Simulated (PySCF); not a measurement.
MoO, neutral, multiplicity 5. Atoms are numbered in the order given.

```xyz
2

Mo     0.0000     0.0000    -0.2697
O      0.0000     0.0000     1.4161
```
Charge 0, spin multiplicity 5.

The structure is a stationary point at PBE0-D3(BJ)/def2-TZVPD. The multiplicity is an assumed one; other spin states were not compared. The def2 effective core potentials stand for the cores of Mo; spin–orbit coupling is left out.

Calculation: PySCF with PBE/def2-TZVPD.

Isolated molecule, no solvent.

```yaml
total_energy: -143.35703 hartree
point_group: C∞v
"α spin, highest occupied and lowest empty level": -3.88 and -3.78 eV
"β spin, highest occupied and lowest empty level": -8.20 and -3.15 eV
dipole_moment: 2.87 D
"⟨S²⟩": 6.027 (pure state 6.00)
```
